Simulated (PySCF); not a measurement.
Gas-phase equilibrium of 1 mol GeF4, 47 mol H2 at 1400 K and 0.133 bar, among 16 species (GeH4, Ge2H6, F2, GeF2, GeF3, F, H, GeH3F, GeHF3, HF, H2, Ge3H8, GeH3, GeH2F2, GeH2, GeF4). Only gases are allowed; each row takes one source of thermochemistry for all species, and Cantera finds the minimum.

Energies from PySCF, thermal terms from the rigid-rotor harmonic-oscillator model, ideal gas at 1 bar. † marks an energy on the PBE0/def2-TZVP geometry and frequencies; other levels use their own. Open shells (unrestricted) among the columns below: H (multiplicity 2); the rest are closed-shell singlets. B3LYP is the form with VWN-RPA correlation. Ge: all electrons, no relativistic terms. GeHF3, GeH2: computed as isolated molecules; such fragments, hydroxides, amides, oligomers or adducts are transient or little studied in the gas. The harmonic model lacks anharmonicity and excited electronic states, which grow with temperature; levels with a mode under 35 cm⁻¹ are left out.

Molecules larger than those listed are left out, and so are free Ge atoms, whose spin-orbit terms are large. Also missing: (HF)n, which can matter at low temperature or high pressure. Table species left out: H2F2, H3F3, H4F4.

With B3LYP/def2-TZVP† thermochemistry: H2 0.94, HF 0.041, GeF2 0.020, H 1.2e-5, GeH2 6.7e-8, GeHF3 2.4e-9.

Problem. How far does the composition move with the other sources (M06-2X/def2-TZVP†, PBE/def2-SVP, PBE0/def2-QZVP†, PBE0/def2-SVP†, ωB97X-V/def2-TZVP†)?

Solution. 
| thermochemistry | x H2 | x HF | x GeF2 | x H | x GeH2 | x GeHF3 |
|---|---|---|---|---|---|---|
| B3LYP/def2-TZVP† | 0.94 | 0.041 | 0.020 | 1.2e-5 | 6.7e-8 | 2.4e-9 |
| M06-2X/def2-TZVP† | 0.94 | 0.041 | 0.020 | 1.8e-5 | 2.5e-8 | 1.5e-7 |
| PBE/def2-SVP | 0.94 | 0.041 | 0.020 | 4.4e-5 | 1.2e-8 | 2.9e-8 |
| PBE0/def2-QZVP† | 0.94 | 0.041 | 0.020 | 3.4e-5 | 1.0e-6 | 9.5e-9 |
| PBE0/def2-SVP† | 0.94 | 0.041 | 0.020 | 5.0e-5 | 3.4e-7 | 5.9e-8 |
| ωB97X-V/def2-TZVP† | 0.94 | 0.041 | 0.020 | 1.9e-5 | 6.8e-8 | 4.9e-8 |
The most sensitive of these is GeH2: it spans a factor of 10^1.9 over these rows; at this temperature one factor of ten is RT ln 10 = 27 kJ/mol.
